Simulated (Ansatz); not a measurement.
Reaction: BSiH4 (SMILES B[SiH2], doublet) → BSiH4 (SMILES [BH][SiH3], doublet)
Each species at its own B3LYP-D3(BJ)/def2-TZVP minimum (Ansatz, a first-principles code).

Total energies in hartree (Ansatz). Open shells are spin-unrestricted; no spin-orbit coupling. Correlated methods leave the cores frozen. No relativity.

| species | HF/cc-pV(T+d)Z | CCSD(T)/cc-pV(T+d)Z | HF/cc-pV(Q+d)Z | CCSD(T)/cc-pV(Q+d)Z | CCSDT(Q)/cc-pV(T+d)Z |
|---|---|---|---|---|---|
| 1: BSiH4 (SMILES B[SiH2], doublet) | -315.89900 | -316.16017 | -315.90396 | -316.17702 | -316.16181 |
| 2: BSiH4 (SMILES [BH][SiH3], doublet) | -315.87249 | -316.12323 | -315.87756 | -316.14038 | -316.12479 |

Problem. Work out the isomerisation energy (electronic) in kcal/mol: take Hartree-Fock from cc-pV(Q+d)Z, extrapolate the CCSD(T) correlation energy as X^-3 (X = 3, 4), and add CCSDT(Q) - CCSD(T) in cc-pV(T+d)Z. 1 hartree = 627.51 kcal/mol.

Solution. 
Species 1: correlation (64·(-0.27306) - 27·(-0.26117))/37 = -0.28174; step -0.00164; E1 = -315.90396 + (-0.28174) + (-0.00164) = -316.18734
Species 2: correlation (64·(-0.26282) - 27·(-0.25074))/37 = -0.27164; step -0.00156; E2 = -315.87756 + (-0.27164) + (-0.00156) = -316.15076
-1·E1 +1·E2 = 0.03658 hartree = 23.0 kcal/mol.
